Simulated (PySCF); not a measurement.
**How methods differ on the excitation energy of S⁺**

S⁺ [Ne] 3s2 3p3 (4S) → S⁺ [Ne] 3s2 3p2 4s1 (4P), as a difference of total energies. All numbers are calculated (PySCF 2.14, scalar relativity by spin-free X2C-1e, in aug-cc-pCVQZ-DK). Correlated levels: valence: [Ne] frozen; valence and next inner shell: 1s2 frozen; nothing frozen. The calculations carry no spin-orbit coupling.

```json
{"method": "UHF", "excitation energy (eV)": "13.356"}
{"method": "M06-2X", "excitation energy (eV)": "13.432"}
{"method": "MP2 (valence)", "excitation energy (eV)": "13.676"}
{"method": "SCS-MP2 (valence)", "excitation energy (eV)": "13.584"}
{"method": "MP2 (valence and next inner shell)", "excitation energy (eV)": "13.695"}
{"method": "SCS-MP2 (valence and next inner shell)", "excitation energy (eV)": "13.604"}
{"method": "MP2 (all electrons)", "excitation energy (eV)": "13.699"}
{"method": "SCS-MP2 (all electrons)", "excitation energy (eV)": "13.606"}
```

**Question.** How much does correlation contribute at MP2 (all electrons)?

**Answer.** 13.699 − (13.356) = 0.343 eV, measured against UHF.

For comparison: 13.639 eV (measured; NIST levels, between the centres of gravity of the two terms).
